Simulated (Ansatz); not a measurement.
A run on CH$_{6}$FNO$_{2}$Si, SMILES `CO[Si](N)(O)F` with other settings.

```yaml
crystal:
  periodic: [false, false, false]
  atoms:
    - {symbol: C, position_ang: [-0.191775, 1.698972, 1.068505]}
    - {symbol: O, position_ang: [0.285951, 0.364458, 0.902084]}
    - {symbol: Si, position_ang: [0.192601, -0.477369, -0.477732]}
    - {symbol: N, position_ang: [0.659386, -2.084009, -0.406038]}
    - {symbol: O, position_ang: [-1.372742, -0.200409, -0.970253]}
    - {symbol: F, position_ang: [1.149429, 0.191077, -1.599142]}
    - {symbol: H, position_ang: [0.464074, 2.407231, 0.581323]}
    - {symbol: H, position_ang: [-0.075174, 1.849942, 2.194632]}
    - {symbol: H, position_ang: [-1.198580, 1.823356, 0.818500]}
    - {symbol: H, position_ang: [1.559459, -2.359682, -0.546379]}
    - {symbol: H, position_ang: [0.066365, -2.691278, 0.272717]}
    - {symbol: H, position_ang: [-1.594867, -0.657368, -1.830975]}
basis:
  gaussian: {orbitals: def2-TZVPD}
total_charge: 1
magnetization: {spin_polarized: true, initial_magnetization: 1}
hamiltonian: {xc: {name: HF}}
correlation: {method: mp2, electrons: all}
```

```sh
$ ansatz run in.yaml --threads 4 --pin off --events-out ev --progress --plain --max-ram 10444MiB
```

Output, abridged:

```
Functional definition: HF
1942 factors; integrals over basis functions are off by at most 1.3e-3 eV
mean field evaluation 1: about -17239.3459 eV, gradient 5.0e1 eV
mean field evaluation 2: about -17239.3561 eV, gradient 5.0e1 eV
mean field evaluation 4: about -17247.8910 eV, gradient 3.4e0 eV
mean field evaluation 8: about -17248.1336 eV, gradient 1.7e0 eV
mean field evaluation 16: about -17249.9640 eV, gradient 2.9e-2 eV
mean field evaluation 32: about -17249.5089 eV, gradient 1.5e-1 eV
mean field evaluation 64: about -17248.2944 eV, gradient 6.7e-1 eV
mean field -17249.96404429 eV, -633.9244861821 hartree, gradient 2.3e-6 eV, S^2 0.759020; 7 other end points of the search recorded, 0 dependent functions left out
reference -17249.96404429 eV, -633.9244861821 hartree; 29, 28 occupied and 262, 263 virtual orbitals, 1942 factors
second order -37.27695109 eV of doubles, -0.00000000 eV of singles
Total energy: -17287.24099538 eV, -635.2943888675 hartree
```

It took 62 s on 4 threads of an Intel Xeon Platinum 8259CL on a shared host, with 1.2 GiB of host memory at the peak.
